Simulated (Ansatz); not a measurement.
Species: C3H9NSi, SMILES `C=[SiH]N(C)C` (C–Si–N–C torsion 180°) (charge 0, multiplicity 1).

Problem. Give a relaxed geometry from PBE0-D3(BJ)/def2-TZVP run with Ansatz (a first-principles code).

Solution. One answer among several that fit: the end point of this relaxation, one of several conformers (outside a Z-matrix the atoms follow the SMILES, hydrogens last).
Z-matrix (Å, degrees):
```
N
C 1 1.4414
H 2 1.0911 1 110.56
H 2 1.0974 3 108.00 1 121.80
H 2 1.0974 3 107.99 4 116.34
C 1 1.4432 2 114.50 3 179.91
H 6 1.0906 1 110.50 2 -179.74
H 6 1.0971 7 108.06 1 -121.67
H 6 1.0971 7 108.06 8 -116.60
Si 1 1.6941 2 123.65 3 -0.25
C 10 1.6956 1 127.17 2 -179.92
H 11 1.0820 10 125.80 1 0.07
H 11 1.0839 12 115.94 10 -179.97
H 10 1.4776 1 109.12 2 0.13
```
